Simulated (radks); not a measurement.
The numbers below are computed, except where a source is named.
The zinc ion Zn2+, [Ar] 3d10. Code: a radial shooting solver on a logarithmic mesh with Libxc functionals. Model: non-relativistic Kohn-Sham, exchange-only PBE, spin-polarised, spherical densities, point nucleus. Every spin shell is full or empty, so the densities are truly spherical. Functionals are evaluated on that one density, not self-consistently. Rank these exchange functionals by their error against the exact value of the orbitals, and give that value: LDA, PBE, PBEsol, revPBE, PW86, OPTX, AM05, SOGGA, EV93, APBE, SCAN, r2SCAN, MS2, TASK, MVS.

Answer. Exact: -69.1016 hartree. From best to worst, with 100 (|E| - |E exact|)/|E exact| (equal figures are ties): revPBE +0.06, MS2 -0.14, PBE -0.17, r2SCAN +0.17, MVS +0.18, PW86 +0.40, SCAN +0.41, EV93 +0.48, APBE +0.73, OPTX +0.98, PBEsol -2.45, TASK -2.45, SOGGA -2.47, AM05 -5.20, LDA -5.75.
